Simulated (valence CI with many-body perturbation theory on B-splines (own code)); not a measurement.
V: calculated level list

Computed by configuration interaction combined with many-body perturbation theory (CI+MBPT): five valence electrons over a frozen Dirac-Fock core [Ar], radial functions for each j: 7 s, 7 p, 8 d, 6 f, 4 g, 1 h, with the one-electron correlation potential Σ1, the two-electron term Σ2, the three-electron term Σ3, Breit, model QED; selected CI, second order for the rest, scaled by the run's own slope (own B-spline code, finite nucleus).

Set against measurement, 15 paired levels are off by 760 cm⁻¹ on average, the worst by 1229. These come from a selection out of the NIST Handbook of Basic Atomic Spectroscopic Data. Levels without a partner in it may be off by more, other configurations by 1,000 to 4,000 cm⁻¹. Among the levels kept, up to 1600 cm⁻¹ of a level comes from second order outside the variational space, and about a tenth of that is noise between levels of different J, which matters for small intervals.

Levels 46 to 56 of 56, with energies above the lowest level, 3d³4s² ⁴F_3/2. "Leading %" is the weight of the configuration and term that name the level; weights of strongly mixed levels are sums over their largest components and can fall short. In the jj column 3d3/2^4 stands for four electrons in 3d with j = 3/2.

| No. | Configuration | Term | J | E (eV) | Leading % | Leading jj | Second component |
| --- | --- | --- | --- | --- | --- | --- | --- |
| 46 | 3d³4s4p | ⁶F° | 5/2 | 2.210 | 66 | 3d3/2^2 3d5/2 4s 4p1/2 (34 %) | 27 % 3d³4s4p ⁶D° |
| 47 | 3d³4s4p | ⁶D° | 5/2 | 2.214 | 65 | 3d3/2^2 3d5/2 4s 4p3/2 (50 %) | 28 % 3d³4s4p ⁶F° |
| 48 | 3d³4s4p | ⁶D° | 7/2 | 2.222 | 47 | 3d3/2 3d5/2^2 4s 4p1/2 (47 %) | 46 % 3d³4s4p ⁶F° |
| 49 | 3d³4s4p | ⁶F° | 7/2 | 2.225 | 48 | 3d3/2^2 3d5/2 4s 4p3/2 (41 %) | 45 % 3d³4s4p ⁶D° |
| 50 | 3d³4s4p | ⁶D° | 9/2 | 2.234 | 78 | 3d5/2^3 4s 4p1/2 (30 %) | 13 % 3d³4s4p ⁶F° |
| 51 | 3d³4s4p | ⁶F° | 9/2 | 2.238 | 80 | 3d3/2 3d5/2^2 4s 4p3/2 (50 %) | 13 % 3d³4s4p ⁶D° |
| 52 | 3d⁴4s | ⁴G | 5/2 | 2.251 | 88 | 3d3/2^2 3d5/2^2 4s (44 %) |  |
| 53 | 3d³4s4p | ⁶F° | 11/2 | 2.254 | 93 | 3d3/2 3d5/2^2 4s 4p3/2 (34 %) |  |
| 54 | 3d⁴4s | ⁴G | 7/2 | 2.259 | 88 | 3d3/2^2 3d5/2^2 4s (42 %) |  |
| 55 | 3d⁴4s | ⁴G | 9/2 | 2.266 | 88 | 3d3/2^2 3d5/2^2 4s (40 %) |  |
| 56 | 3d⁴4s | ⁴G | 11/2 | 2.273 | 89 | 3d3/2 3d5/2^3 4s (59 %) |  |

Names give the largest LS component (configuration and term), which can be under half, so a name can repeat, a term be missing and a line seem to break the LS rules; names also repeat where a configuration has a term twice.

Where two levels of one J and parity lie close, their mixing, g and order are uncertain.
